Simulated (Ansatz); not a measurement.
A search over several starts for the lowest SCF solution of Mg2Br2⁺ at the given spin, in a small basis.

```yaml
crystal:
  periodic: [false, false, false]
  atoms:
    - {symbol: Mg, position_ang: [-0.341713, 1.465608, 0.821633]}
    - {symbol: Mg, position_ang: [0.336413, -1.466893, -0.823465]}
    - {symbol: Br, position_ang: [-0.286605, -0.952947, 1.581303]}
    - {symbol: Br, position_ang: [0.291915, 0.954231, -1.579471]}
basis:
  gaussian: {orbitals: def2-SVP, initial_orbitals: start.molden}
total_charge: 1
magnetization: {spin_polarized: true, initial_magnetization: 1}
hamiltonian: {xc: pbe0, dispersion: d4}
output: {orbitals: {seedname: orbitals}}
```

The file start.molden holds the orbitals of an earlier run on this structure, at another level or in another basis.

```sh
$ ansatz run in.yaml --threads 4 --pin off --events-out ev --progress --plain --max-ram 3916MiB
```

Shortened log:

```
Functional definition: PBE0
900 factors; integrals over basis functions are off by at most 2.5e-4 eV
mean field evaluation 1: about -150936.1103 eV, gradient 3.5e0 eV
mean field evaluation 2: about -150936.1426 eV, gradient 4.6e-2 eV
mean field evaluation 4: about -150936.2344 eV, gradient 8.8e-4 eV
mean field evaluation 8: about -150932.7752 eV, gradient 2.2e1 eV
mean field evaluation 16: about -150936.2344 eV, gradient 4.5e-2 eV
mean field -150936.23441351 eV, -5546.8043064423 hartree, gradient 2.4e-5 eV, S^2 0.754949; 1 other end points of the search recorded, 0 dependent functions left out
reference -150936.23445234 eV, -5546.8043078691 hartree; 47, 46 occupied and 53, 54 virtual orbitals, 900 factors
Total energy: -150936.33994088 eV, -5546.8081845016 hartree
```

Run time 2 s (4 threads of Intel Xeon 6975P-C on a shared host).

The structure comes from a short search, and lower isomers may exist.
